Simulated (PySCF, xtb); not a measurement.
1-fluorobutane (C4H9F), SMILES CCCCF.

GFN2-xTB (xtb) at its own geometry gives an orbital gap of 12.97 eV and a dipole moment of 2.28 D.

Geometry: r2SCAN-D4/def2-SVP. Other conformers were not sampled.

### Question
What does M06-2X/def2-TZVP run with PySCF give? (The exact figures need the calculation; the answer reports its results.)

### Answer
gap 12.32 eV (levels -10.45 and 1.87 eV), dipole 1.79 D.
